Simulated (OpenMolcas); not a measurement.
OpenMolcas run: N I

Input:

```
&GATEWAY
Coord
1

N 0.0 0.0 0.0
Basis=ANO-R1
Group=XYZ
NoMove
AngMom=0.0 0.0 0.0
AMFI
&SEWARD
&RASSCF
FileOrb=start.orb
Symmetry=2
Spin=4
nActEl=3 0 0
Inactive=2 0
Ras2=0 3
CIRoot=1 1 1
SDav=1
CIMx=300
Iter=120 100
PrWF=0.3
OrbListing=Nothing
MaxOrb=0
Atom
>>> COPY $Project.JobIph JOB001
&RASSCF
FileOrb=start.orb
Symmetry=2
Spin=2
nActEl=3 0 0
Inactive=2 0
Ras2=0 3
CIRoot=8 8 1
SDav=8
CIMx=300
Iter=120 100
PrWF=0.3
OrbListing=Nothing
MaxOrb=0
Atom
CIOnly
>>> COPY $Project.JobIph JOB002
&RASSI
NrOfJobIphs=2 1 8
1
1 2 3 4 5 6 7 8
IphNames
JOB001
JOB002
EJob
SpinOrbit
DIPRint=1.0
SOCoupling=1000.0
Subsets=2
MEES
Property=10
'ANGMOM' 1 'ANGMOM' 2 'ANGMOM' 3 'MLTPL  1' 1 'MLTPL  1' 2 'MLTPL  1' 3
'AMFI' 1 'AMFI' 2 'AMFI' 3 'MLTPL  2' 6
SOProperty=3
'ANGMOM' 1 'ANGMOM' 2 'ANGMOM' 3
```

Launched by
```bash
OMP_NUM_THREADS=1 MOLCAS_MEM=2252 MOLCAS_PROJECT=a pymolcas a.inp > a.log  # once for each step of the input, in one work folder
```

A driver script runs the steps one by one and writes start.orb anew before each from the orbitals found so far, so a CI-only block uses the converged orbitals of the first block.

Output, cut to the results:

```
--- SEWARD ---
Basis set label: N.ANO-R...3S2P1D.

      Electronic valence basis set:
      ------------------
      Associated Effective Charge   7.000000 au
      Associated Actual Charge      7.000000 au
      Nuclear Model: Finite nucleus - Gaussian distribution
        Gaussian exponent, Xi/bohr**(-2):  6.28656E+08

      Shell  nPrim  nBasis  Cartesian Spherical Contaminant
         s      13       3        X
         p       8       2        X
         d       4       1                 X
                  Relativistic X2C integrals
                  Atomic mean-field integrals
--- RASSCF ---
Wave function specifications:
      -----------------------------

      Number of closed shell electrons           4
      Number of electrons in active shells       3
      Max number of holes in RAS1 space          0
      Max nr of electrons in RAS3 space          0
      Number of inactive orbitals                2
      Number of active orbitals                  3
      Number of secondary orbitals               9
      Spin quantum number                      1.5
      State symmetry                             2
Orbital specifications:
      -----------------------

      Symmetry species                           1   2
                                                ag  au
      Frozen orbitals                            0   0
      Inactive orbitals                          2   0
      Active orbitals                            0   3
      RAS1 orbitals                              0   0
      RAS2 orbitals                              0   3
      RAS3 orbitals                              0   0
      Secondary orbitals                         6   3
      Deleted orbitals                           0   0
      Number of basis functions                  8   6
      Number of CSFs                             1
      Number of root(s) required                 1
      Iter CI   SX   CI       RASSCF       Energy    max ROT     max BLB   max BLB  Level Ln srch  Step   QN
          iter iter root      energy       change     param      element    value   shift minimum  type update
 Nr of preliminary CI iterations:   1
        1   1    4    1   -54.39990698    0.00E+00   9.95E-02    2   5 2 -9.68E-02*  0.00   0.00    SX    NO
        2   1    3    1   -54.42360110   -2.37E-02* -2.71E-02    1   4 2  2.79E-02*  0.00   0.00    SX    NO
        3   1    3    1   -54.42542503   -1.82E-03*  6.50E-03    2   3 1 -6.56E-03*  0.00   0.00    SX    NO
        4   1    3    1   -54.42553482   -1.10E-04* -1.77E-03    1   4 2  1.79E-03*  0.00   0.00    SX    NO
        5   1    3    1   -54.42554234   -7.52E-06*  3.48E-04    3   6 2 -4.45E-04*  0.00   0.80    QN   YES
        6   1    2    1   -54.42554288   -5.38E-07*  1.39E-05    2   3 1 -2.98E-05   0.00   1.00    QN   YES
        7   1    2    1   -54.42554288   -5.39E-10   4.21E-06    2   3 1 -6.81E-06   0.00   1.31    QN   YES
      Convergence after  7 iterations
        8   1    2    1   -54.42554288   -3.27E-11   4.21E-06    2   5 2  3.02E-09   0.00   1.31    QN   YES
      Natural orbitals and occupation numbers for root  1
      sym 2:   1.000000   1.000000   1.000000
::    RASSCF root number  1 Total energy:    -54.42554288
--- RASSCF ---
Wave function specifications:
      -----------------------------

      Number of closed shell electrons           4
      Number of electrons in active shells       3
      Max number of holes in RAS1 space          0
      Max nr of electrons in RAS3 space          0
      Number of inactive orbitals                2
      Number of active orbitals                  3
      Number of secondary orbitals               9
      Spin quantum number                      0.5
      State symmetry                             2
Orbital specifications:
      -----------------------

      Symmetry species                           1   2
                                                ag  au
      Frozen orbitals                            0   0
      Inactive orbitals                          2   0
      Active orbitals                            0   3
      RAS1 orbitals                              0   0
      RAS2 orbitals                              0   3
      RAS3 orbitals                              0   0
      Secondary orbitals                         6   3
      Deleted orbitals                           0   0
      Number of basis functions                  8   6
      Number of CSFs                             8
...
--- RASSI ---
SPIN-FREE ENERGIES:
  (Shifted by EMIN (a.u.) =        -54.4255428789)

 SF State       Relative EMIN(au)   Rel lowest level(eV)    D:o, cm**(-1)      L_eff

     1             0.0000000000        0.0000000000              0.0000         0.0
     2             0.1064789305        2.8974393051          23369.4240         2.0
     3             0.1064789305        2.8974393051          23369.4240         2.0
     4             0.1064789305        2.8974393051          23369.4240         2.0
     5             0.1064789305        2.8974393051          23369.4240         2.0
     6             0.1064789305        2.8974393051          23369.4240         2.0
     7             0.1774648842        4.8290655084          38949.0400         1.0
     8             0.1774648842        4.8290655084          38949.0400         1.0
     9             0.1774648842        4.8290655084          38949.0400         1.0
     Dipole printing threshold changed to   1.00000000E+00
Eigenvalues of complex Hamiltonian:
   -----------------------------------
  (Shifted by EMIN (a.u.) =        -54.4255428789)

 SO State       Relative EMIN(au)   Rel lowest level(eV)    D:o, cm**(-1)     J-value

     1            -0.0000006185        0.0000000000              0.0000         1.0
     2            -0.0000006185        0.0000000000              0.0000         1.4
     3            -0.0000006185        0.0000000000              0.0000         1.3
     4            -0.0000006185        0.0000000000              0.0000         0.8
     5             0.1064769978        2.8974035438          23369.1356         1.3
     6             0.1064769978        2.8974035438          23369.1356         1.3
     7             0.1064769978        2.8974035438          23369.1356         1.0
     8             0.1064769978        2.8974035438          23369.1356         1.0
     9             0.1064789305        2.8974561350          23369.5598         2.0
...
```

The J values that RASSI prints are effective ones from its own formula and need not be integers or half-integers; the table below assigns J from the states.

Levels above the lowest, from the spin-orbit matrix, grouped by J:

| Configuration | Term | J | E (cm-1) | Measured (cm-1) | g | Term weight % |
| --- | --- | --- | --- | --- | --- | --- |
| 2s2 2p3 | 4S* | 3/2 | 0.0 | 0.0 | 2.002 | 100 |
| 2s2 2p3 | 2D* | 3/2 | 23369 | 19233 | 0.800 | 100 |
| 2s2 2p3 | 2D* | 5/2 | 23370 | 19224 | 1.200 | 100 |
| 2s2 2p3 | 2P* | 1/2 | 38949 | 28839 | 0.666 | 100 |
| 2s2 2p3 | 2P* | 3/2 | 38950 | 28839 | 1.334 | 100 |

Against the 4 measured excited levels shown (NIST Handbook of Basic Atomic Spectroscopic Data) the mean absolute deviation is 7100 cm-1; the largest miss in energy is 2s2 2p3 2P* 3/2: computed 38950, measured 28839 cm-1 (+35.1 %).

Without dynamic correlation excited terms often stand tens of per cent too high (terms of higher spin than the ground term too low), and those without a measured partner can miss by more than the paired ones. Terms from blocks run as CI alone lack orbitals of their own. With the s shell closed, the reference lacks s² → p² mixing. Computed and measured levels are paired by configuration, term and J; levels that our copy of the source lacks, or whose pairing is in doubt (as where it misses far off the trend of its configuration), stay unpaired and out of the deviations. Levels of configurations outside the active space are missing.

The RASSCF and RASSI steps took 1.7 s on 1 thread of Arm Neoverse V2, on a shared host; the integral step is not counted.

The term weight is that of the spin-free term in the level, not the purity of its configuration. * marks odd parity.
